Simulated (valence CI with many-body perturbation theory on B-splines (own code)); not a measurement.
The numbers below are computed, except where a source is named.
# From CI to CI+MBPT in As²⁰⁺

Method: valence CI with perturbative core correlation (CI+MBPT): three valence electrons over a frozen Dirac-Fock core [Ne], radial functions for each j: 11 s, 11 p, 9 d, 7 f, 5 g, 2 h, 1 i, with the one-electron correlation potential Σ1 (screened to all orders), the two-electron term Σ2, the three-electron term Σ3, Breit, model QED; selected single and double excitations, second order for the rest (own B-spline code, finite nucleus).

No measured spectrum was set against this ion. As an estimate, levels of excited configurations hold to 0.05 to 0.15 % of their energy, terms of the ground configuration to about 0.5 %.

Each rung adds one term. CI alone is the Dirac-Coulomb CI over the frozen core; QED comes last and gives the full result, which names the levels. Energies are above 3s²3p ²P°_1/2 on the same rung, in cm⁻¹.

Names give the largest LS component (configuration and term), which can be under half, so a name can repeat, a term be missing and a line seem to break the LS rules; names also repeat where a configuration has a term twice.

```tsv
Level	CI alone
3s²3p ²P°_3/2	64562
3s3p² ⁴P_1/2	352276
3s3p² ⁴P_3/2	383987
3s3p² ⁴P_5/2	411605
3s3p² ²D_3/2	485715
3s3p² ²D_5/2	502105
3s3p² ²P_1/2	566256
3s3p² ²S_1/2	630529
3s3p² ²P_3/2	643810
3s²3d ²D_3/2	727683
3s²3d ²D_5/2	736677
3p³ ²D°_3/2	900139
3p³ ²D°_5/2	926436
3p³ ⁴S°_3/2	937646
3s3p3d ⁴F°_3/2	983605
3s3p3d ⁴F°_5/2	997396
```

**Question.** What do these energies become with core correlation, Breit and QED?

**Answer.** 3s²3p ²P°_3/2 63587 (-975); 3s3p² ⁴P_1/2 351923 (-353); 3s3p² ⁴P_3/2 383184 (-803); 3s3p² ⁴P_5/2 410108 (-1497); 3s3p² ²D_3/2 483405 (-2310); 3s3p² ²D_5/2 499466 (-2639); 3s3p² ²P_1/2 561081 (-5176); 3s3p² ²S_1/2 624573 (-5955); 3s3p² ²P_3/2 636337 (-7473); 3s²3d ²D_3/2 720417 (-7267); 3s²3d ²D_5/2 728992 (-7685); 3p³ ²D°_3/2 895611 (-4528); 3p³ ²D°_5/2 922101 (-4335); 3p³ ⁴S°_3/2 931037 (-6608); 3s3p3d ⁴F°_3/2 979549 (-4055); 3s3p3d ⁴F°_5/2 992866 (-4529).

**Question.** How does the ionisation energy move along the ladder, and which term matters most?

**Answer.** CI alone 819.81, + Σ1 820.64, + Σ2 820.45, + Σ3 820.40, + Breit 819.93, + QED 819.96 eV. The largest step is Σ1, 0.83 eV. NIST lists 814 ± 4 eV (semi-empirical).
